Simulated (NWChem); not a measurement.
CH5BOSe; SMILES COB[SeH]

```xyz
9

B     -0.5671    -0.5993     0.0000
H     -1.7619    -0.8420     0.0000
O      0.3691    -1.5761     0.0000
C      0.0351    -2.9559     0.0000
H      0.4714    -3.4371    -0.8995
H      0.4714    -3.4371     0.8995
H     -1.0649    -3.1130     0.0000
Se     0.0835     1.2456     0.0000
H     -1.2833     1.8178     0.0000
```
Atoms are numbered in this order, from 1.

Computed with NWChem. Pople sets run with spherical d functions. Coordinates come from a PBE-D3(BJ)/def2-SVP optimisation. Total energies compare along this basis series because the functional is fixed.

| level | basis functions | energy (Ha) | highest occupied level (eV) | orbital gap (eV) | dipole (D) |
|---|---|---|---|---|---|
| B3LYP/STO-3G | 38 | -2514.2961 | -4.13 | 7.36 | 2.30 |
| B3LYP/3-21G | 59 | -2530.6715 | -6.48 | 6.62 | 2.53 |
| B3LYP/6-31G* | 84 | -2542.5332 | -6.65 | 6.71 | 2.34 |
| B3LYP/6-311G** | 128 | -2542.8411 | -6.78 | 6.52 | 2.22 |
